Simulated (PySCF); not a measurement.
A geometry optimisation on `FC(F)=C(F)OC(F)(F)C(F)(F)Br` (2-bromotetrafluoroethyl trifluorovinyl ether).

Computed with PBE0-D3(BJ)/def2-SVP geometry optimisation, gas phase (PySCF 2.14.0). Start geometry: GFN2-xTB. A driver script takes a list of jobs; this job's settings line and coordinates (Å) are shown.

Input:
```
{"job": {"xc": "PBE0", "basis": "def2-SVP", "d3": "d3bj", "grid": 1, "maxiter": 30, "shake": 0.01, "kind": "geom"}, "charge": 0, "multiplicity": 1}
F     -1.446920     2.448650     2.426970
C     -1.103270     1.346970     1.847070
F     -0.994860     0.366290     2.706810
C     -0.873690     1.201250     0.536470
F     -1.028640     2.207110    -0.323570
O     -0.603620    -0.006240    -0.031200
C      0.684610    -0.206280    -0.469870
F      1.588880     0.026610     0.506250
F      1.006480     0.640930    -1.446030
C      0.779710    -1.666910    -0.957110
F      1.987220    -1.910450    -1.446630
F      0.580420    -2.504240     0.051730
Br    -0.570490    -1.960590    -2.347270
```

Question: What does the run print?

Answer: 
```
step   0  E = -3498.43251334  max force = 0.013871
step   1  E = -3498.43488756  max force = 0.005599
step   2  E = -3498.43506639  max force = 0.004499
step   3  E = -3498.43516876  max force = 0.002767
step   4  E = -3498.43526681  max force = 0.000451
step   5  E = -3498.43531956  max force = 0.000495
step   6  E = -3498.43539247  max force = 0.000770
step   7  E = -3498.43548611  max force = 0.001798
step   8  E = -3498.43449359  max force = 0.005472
step   9  E = -3498.43534618  max force = 0.003347
step  10  E = -3498.43563187  max force = 0.001103
step  11  E = -3498.43565367  max force = 0.000578
step  12  E = -3498.43565383  max force = 0.000620
step  13  E = -3498.43566310  max force = 0.000535
step  14  E = -3498.43567617  max force = 0.000982
step  15  E = -3498.43568069  max force = 0.000924
step  16  E = -3498.43568686  max force = 0.000357
optimisation converged
```

Energies in Eh; «max force» is the largest Cartesian gradient component in Eh/bohr.

Question: How much energy does the optimisation release, in kcal/mol?

Answer: E(step 0) − E(last step) = 0.003174 Eh, which is 2.0 kcal/mol.

Question: At which steps does the energy rise by more than 1e-5 Eh?

Answer: At step 8 (+0.99 mEh).

Main results: final energy -3498.43569 Eh after 16 steps; dipole 0.38 D.

Question: Give the final coordinates.

Answer: 0.276 Å rms from the input after alignment:
```
atom  x, y, z in Å
F1    -1.4128    2.6419    2.1634
C2    -1.0320    1.4762    1.7205
F3    -0.6684    0.6578    2.6684
C4    -1.0201    1.1524    0.4289
F5    -1.4127    1.9961   -0.5036
O6    -0.6748   -0.0797   -0.0103
C7     0.6423   -0.2704   -0.3306
F8     1.4117   -0.1704    0.7587
F9     1.0706    0.6375   -1.2039
C10    0.8065   -1.6916   -0.9150
F11    2.0983   -1.8945   -1.1406
F12    0.3835   -2.5743   -0.0213
Br13  -0.1838   -1.8952   -2.5587
```

Hardware: one thread, Arm Neoverse V1 (aarch64), no GPU, shared host. Cost: 8.7 min, 1.1 GiB resident at most.
Labels such as C1 count atoms from 1, the log's own numbers from 0.
